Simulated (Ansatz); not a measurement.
```xyz
3

H     0.0167   -0.0469   -1.3340
Be    0.0020    0.0104   -0.0489
H    -0.0145    0.0393    1.3664
```

Basis set: 6-31G* (spherical functions). All electrons are correlated. Charge 0, multiplicity 1.

Computed with Ansatz (development build ahead of 0.2.0); each method stands on the lowest determinant of its kind that the runs found. Restricted open shells among the atoms or ions are ROHF, correlated in semicanonical orbitals with singles.

**Question.** Give the atomization energy at this shape (free ground-state atoms in the same class of orbitals less the molecule, no zero-point energy) of singlet BeH2 by RHF-MP2, RHF.

**Answer.**

```json
{"method": "RHF-MP2", "atomization energy": "5.74 eV"}
{"method": "RHF", "atomization energy": "5.44 eV"}
```
